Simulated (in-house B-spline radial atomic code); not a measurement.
Inner levels of barium as electrons are removed. A shift is the extra binding of the orbital against the neutral atom ([Xe] 6s2). Computed with a B-spline radial code for spherical atoms: non-relativistic Hartree-Fock, average of the configuration, point nuclei.

This level leaves out relativity, spin-orbit splitting included, which matters for heavy ions.

```tsv
ion	configuration	shift of 1s (eV)	radius of 1s (bohr)	Σ<r²> (bohr²)	change of density at nucleus (bohr⁻³)
Ba43+	[Ne] 3s2 3p1	2774.46	0.027107	0.34631	621.57
Ba44+	[Ne] 3s2	2911.08	0.027103	0.26742	708.72
Ba45+	[Ne] 3s1	3038.79	0.027102	0.18291	-798.46
Ba46+	[He] 2s2 2p6	?	?	?	?
Ba47+	[He] 2s2 2p5	3488.48	0.027081	0.087564	-2110.55
Ba48+	[He] 2s2 2p4	3813.21	0.027062	0.075366	-1871.58
Ba49+	[He] 2s2 2p3	4142.06	0.027042	0.063549	-1628.61
Ba50+	[He] 2s2 2p2	4475.03	0.027021	0.0521	-1381.62
Ba51+	[He] 2s2 2p1	4812.11	0.027001	0.041004	-1130.61
Ba52+	[He] 2s2	?	?	?	?
Ba53+	[He] 2s1	5447.15	0.026977	0.015949	-7265.77
Ba54+	1s2	?	?	?	?
Ba55+	1s1	6691.46	0.026786	0.00095663	-68376.6
```

(1) Fill in the row of Ba46+.

(2) Fill in the row of Ba52+.

(3) Fill in the row of Ba54+.

## Answers

(1) shift of 1s (eV): 3167.89; radius of 1s (bohr): 0.0271; Σ<r²> (bohr²): 0.10016; change of density at nucleus (bohr⁻³): -2345.53.

(2) shift of 1s (eV): 5153.28; radius of 1s (bohr): 0.026979; Σ<r²> (bohr²): 0.030248; change of density at nucleus (bohr⁻³): -875.56.

(3) shift of 1s (eV): 5743.59; radius of 1s (bohr): 0.026966; Σ<r²> (bohr²): 0.0019408; change of density at nucleus (bohr⁻³): -13803.2.
